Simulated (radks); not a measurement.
Values are calculated unless marked as measured or tabulated.
K V, 15 electrons, occupied as [Ne] 3s2 3p3. Code: a radial shooting solver on a logarithmic mesh with Libxc functionals. Model: scalar-relativistic Kohn-Sham, LB94 model potential, spin-polarised, spherical densities, finite nucleus; open shells are filled with parallel spins first; Fermi nuclear charge, rms radius 3.4349 fm.

X-ray form factor f0, the Fourier transform of the density (f0(0) = 15):

sin(theta)/lambda (1/angstrom),f0 (electrons)
0.05,14.822
0.1,14.317
0.15,13.558
0.2,12.645
0.25,11.681
0.3,10.749
0.4,9.169
0.5,8.028
0.6,7.205
0.8,5.946
1,4.824
1.25,3.612
1.5,2.718
2,1.758
